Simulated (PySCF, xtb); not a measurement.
ClFH5NSi2, SMILES F[Si@H](Cl)[SiH2]N. Other conformers were not sampled.

Harmonic wavenumbers (cm⁻¹) from GFN2-xTB (xtb) at its own minimum, in rising order: 23, 83, 136, 169, 178, 201, 396, 434, 496, 535, 614, 630, 686, 719, 762, 772, 808, 902, 1521, 2213, 2229, 2252, 3475, 3509.

Question: What does PBE-D3(BJ)/def2-SVP (PySCF) give at its own minimum? (An estimate is asked for; the answer gives what the named calculation found.)

Answer: 46, 59, 147, 179, 182, 240, 390, 443, 465, 539, 677, 729, 789, 808, 839, 857, 873, 893, 1498, 2149, 2156, 2170, 3478, 3571. Paired by order, the mean absolute difference is 44 cm⁻¹ and the zero-point energies are 33.9 and 34.6 kcal/mol.
